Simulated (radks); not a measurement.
Problem. The mean radii <r> (bohr) of the occupied orbitals of an atom or ion are listed with their occupations. Method: scalar-relativistic Kohn-Sham, r2SCAN, spin-polarised, spherical densities, finite nucleus; meta-GGA in the generalised Kohn-Sham scheme; Fermi nuclear charge, rms radius of each element as measured or else 0.836 A^(1/3) + 0.57 fm; computed with a radial shooting solver on a logarithmic mesh with Libxc functionals.

| orbital | occ. | <r> |
|---|---|---|
| 1s up | 1 | 0.03707 |
| 1s down | 1 | 0.03707 |
| 2s up | 1 | 0.1625 |
| 2s down | 1 | 0.1625 |
| 2p up | 3 | 0.1417 |
| 2p down | 3 | 0.1417 |
| 3s up | 1 | 0.4571 |
| 3s down | 1 | 0.4571 |
| 3p up | 3 | 0.4611 |
| 3p down | 3 | 0.4610 |
| 3d up | 5 | 0.4518 |
| 3d down | 5 | 0.4514 |
| 4s up | 1 | 1.189 |
| 4s down | 1 | 1.187 |
| 4p up | 3 | 1.311 |
| 4p down | 2 | 1.307 |
| 4d up | 1 | 1.703 |
| 4f up | 1 | 3.730 |

Name the element and its charge. Open shells, if any, are filled with parallel spins first.

Solution. Z = 40, zirconium, charge +3: Zr3+ in [Ar] 3d10 4s2 4p5 4d1 4f1. The 1s radius gives Z: for a bare nucleus <r> = (2 gamma + 1)/(2Z) with gamma = sqrt(1 - (Z/c)^2), 0.03641 bohr for Z = 40, and screening makes it slightly larger (0.03707 here). The occupations add up to 37, and the charge is Z minus that.
